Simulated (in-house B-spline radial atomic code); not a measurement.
A fraction x of an electron is removed from 6s in Yb⁺, starting from [Xe] 4f14 6s1 and keeping the highest spin. Computed with a radial B-spline atomic code at the basis-set limit: scalar-relativistic (X2C) PW91, spin-polarised, spherical fractional occupations, Fermi nucleus of rms radius 5.3108 fm.

| x | E(x) - E(0) (eV) | 6s up level (eV) |
| --- | --- | --- |
| 0 | 0.0000 | -9.679 |
| 0.09 | 0.8932 | -10.170 |
| 0.15 | 1.5133 | -10.499 |
| 0.3 | 3.1497 | -11.321 |
| 0.46 | 5.0315 | -12.202 |
| 0.5 | 5.5240 | -12.423 |
| 0.53 | 5.8992 | -12.589 |
| 0.65 | 7.4500 | -13.261 |
| 0.8 | 9.5041 | -14.140 |
| 0.92 | 11.2484 | -14.962 |
| 1 | 12.4687 | - |

The exact functional would give a straight line between the two integer points. Deviations E(x) - E(0) - x[E(1) - E(0)], in eV: -0.229 at x = 0.09, -0.357 at x = 0.15, -0.591 at x = 0.3, -0.704 at x = 0.46, -0.71 at x = 0.5, -0.709 at x = 0.53, -0.655 at x = 0.65, -0.471 at x = 0.8, -0.223 at x = 0.92.

The curve lies below the straight line by up to 0.71 eV (at x = 0.5): convex, the delocalisation error that favours fractional charges.

Q: How well does Slater's transition state (minus the level at half occupation) give the ionisation energy?

A: It gives 12.423 eV against 12.469 eV from the two total energies; NIST lists 12.18 eV, ground level to ground level.
